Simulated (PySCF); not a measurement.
C5H8Ge.
Cartesian coordinates in Å at the PBE0-D3(BJ)/def2-SVP level; atoms count from 1:
```xyz
14
C5H8Ge angstrom
C      2.7830   -0.7687   -0.6233
C      1.5852   -0.6149   -0.5165
C      0.1551   -0.3952   -0.3473
C     -0.3284    1.0705   -0.5636
Ge    -1.7053    0.7610    0.8212
C     -0.4074   -0.7091    1.0719
H      3.8421   -0.9128   -0.7270
H     -0.3755   -1.0375   -1.0720
H     -0.5970    1.3303   -1.5961
H      0.4203    1.7909   -0.2011
H     -1.8656    1.8005    1.9442
H     -3.0874    0.3359    0.2930
H     -0.7338   -1.7455    1.2304
H      0.3212   -0.4443    1.8528
```

Linear response at PBE0/def2-SVPD (PySCF, frozen core in the response, non-relativistic). The structure is a single PBE0-D3(BJ)/def2-SVP conformer in the gas phase; no vibrational or solvent corrections. Relativistic effects, spin–orbit coupling among them, are left out although an element past zinc is present.

Static isotropic polarisability: 88.74 au (13.15 Å³), principal values 71.0, 73.6, 121.7 au.

(1) What is the polarisability at 1064 nm and at the sodium D line?

(2) What is the isotropic C6 coefficient between two such molecules, C6 = (3/π)∫α(iω)² dω?

(3) Which effective excitation energy ω̄ makes London's formula C6 = (3/4)α²ω̄ exact here?

(4) What three-body coefficient follows from the one-pole estimate C9 = (3/4)·α·C6?

(5) The lowest 6 singlets have (eV, f): 6.14, 0.001; 6.44, 0.063; 6.55, 0.001; 7.00, 0.112; 7.09, 0.011; 7.16, 0.042. What share of the static polarisability do they carry in the sum over states α = Σ f/ω²?

(6) What n − 1 at the D line would an ideal gas of it have at 273.15 K and 1 atm (2.6868 × 10¹⁹ cm⁻³), by n − 1 = 2π·N·α′?

Results:

(1) 89.68 au at 1064 nm (+1.1 %), 91.92 au at 589.3 nm (+3.6 %). The rise at 589.3 nm is 3.38 times that at 1064 nm; a pure ω² law gives 3.26. The lowest singlet lies at 202 nm, shorter than both wavelengths.

(2) 2841 au (Eh·bohr⁶) by a ten-point quadrature over imaginary frequencies, which is 1700 eV·Å⁶ or 164 J·nm⁶/mol.

(3) ω̄ = 4·C6/(3α²) = 0.481 Eh = 13.1 eV. A one-pole form α(ω) = α/(1 − ω²/ω̄²) fitted to the 1064 nm value gives 11.4 eV.

(4) 189000 au. This is an estimate from the two numbers above, not a computed integral.

(5) 3.62 au, 4.1 % of α; the largest term, 1.69 au, is that of the state at 7.00 eV. Their oscillator strengths add up to 0.23. Higher states carry the rest.

(6) 23.00 × 10⁻⁴, a formal value whether or not that pressure can be reached.
